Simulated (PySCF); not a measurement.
C2H4BClO. Atoms are numbered in the order given.

```xyz
9

B     -0.2169    -0.0377     0.0000
Cl     0.4248    -1.7034     0.0000
C      0.7575     1.1777     0.0000
C      0.2985     2.4369     0.0000
H      1.8398     1.0039     0.0000
H      0.9683     3.3048     0.0000
H     -0.7778     2.6445     0.0000
O     -1.5562     0.1479     0.0000
H     -2.0546    -0.6777     0.0000
```

The structure is a stationary point at ωB97X-D3(BJ)/def2-SVP. The values are those of a single conformer.

These are ωB97X/def2-TZVP in PySCF values and carry that method's errors.

ESP charges are fitted to the potential on shells at 1.4 to 2.0 van der Waals radii. Atomic charges (e):

| atom | ESP fit | Löwdin | Mulliken |
|---|---|---|---|
| B1 | 0.35 | -1.07 | 0.35 |
| Cl2 | … | 0.51 | -0.18 |
| C3 | … | -0.16 | -0.31 |
| C4 | … | -0.13 | -0.20 |
| H5 | 0.12 | 0.16 | 0.13 |
| H6 | … | 0.12 | 0.14 |
| H7 | … | 0.14 | 0.15 |
| O8 | -0.54 | 0.21 | -0.42 |
| H9 | 0.41 | 0.22 | 0.34 |

### Question
What belongs in the gaps? (The exact figures need the calculation; the answer reports its results.)

### Answer

- Cl2, ESP fit: -0.20
- C3, ESP fit: -0.16
- C4, ESP fit: -0.33
- H6, ESP fit: 0.17
- H7, ESP fit: 0.18

### Question
Give the Mayer and Wiberg (Löwdin basis) orders of the bonds. (An estimate is asked for; the answer gives what the named calculation found.)

### Answer

```
bond    Mayer  Wiberg
------  -----  ------
B1–Cl2   1.22    2.03
B1–C3    1.04    1.23
C3–C4    1.86    2.10
C3–H5    0.96    0.81
C4–H6    0.97    0.89
C4–H7    0.96    0.88
B1–O8    1.36    2.03
O8–H9    0.86    0.93
```
